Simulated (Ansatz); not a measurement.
`[Cl][SnH2][I]` + HI → `[I][SnH2][I]` + HCl at 500 K and 1 bar (ligand exchange at the Sn–Cl bond).

Computed with Ansatz on PBE0-D4/def2-TZVP structures; ΔE is electronic, products minus reactants. CCSD(T)/CBS is the MP2 limit (def2-TZVPP, def2-QZVPP) plus CCSD(T) − MP2 in def2-TZVPP, frozen cores. This one scheme is used for every species. Elements past krypton have def2 core potentials. For I, Sn outer-core shells are correlated without core-valence functions, which leaves a few kJ/mol of doubt a bond.

```tsv
species	CCSD(T)/CBS energy (Eh)	H − E (kJ/mol)	S (J/(mol·K))
`[Cl][SnH2][I]`	-972.52417	73.5	381.8
HI	-298.03592	28.6	221.6
`[I][SnH2][I]`	-810.18920	73.0	396.4
HCl	-460.38127	32.5	201.9
```

H − E and S are ideal-gas, rigid-rotor, harmonic terms from PBE0-D4/def2-TZVP. 1 Eh = 2625.50 kJ/mol, R = 8.31446 J/(mol·K).

Q: By hand: ΔE, ΔH, ΔS and ΔG.

A: ΔE = (-810.18920) + (-460.38127) − (-972.52417) − (-298.03592) = -0.01038 Eh = -27.3 kJ/mol. Δ(H − E) = 73.0 + 32.5 − 73.5 − 28.6 = 3.4, so ΔH = -23.9 kJ/mol. ΔS = 396.4 + 201.9 − 381.8 − 221.6 = -5.1 J/(mol·K). ΔG = -23.9 − 500 × (-5.1)/1000 = -21.3 kJ/mol.

Q: By hand: the equilibrium constant, and the temperature at which ΔG would vanish if ΔH and ΔS stayed fixed.

A: log₁₀ K = −ΔG/(RT ln 10) = 2.2. ΔG = 0 at ΔH/ΔS = 4686 K, far beyond where these terms or the molecules hold.

The number of gas molecules stays the same, so ΔS is small and ΔH decides. A doubt of 5 kJ/mol in ΔE shifts log₁₀ K by 0.5 here. Modes under 60 cm⁻¹, often nearly free rotors, make the harmonic entropy too high. These are equilibria of isolated gas molecules and say nothing of rates. Largest T1 diagnostic: 0.010 (customary marks: 0.02 for closed shells, 0.045 for open ones).
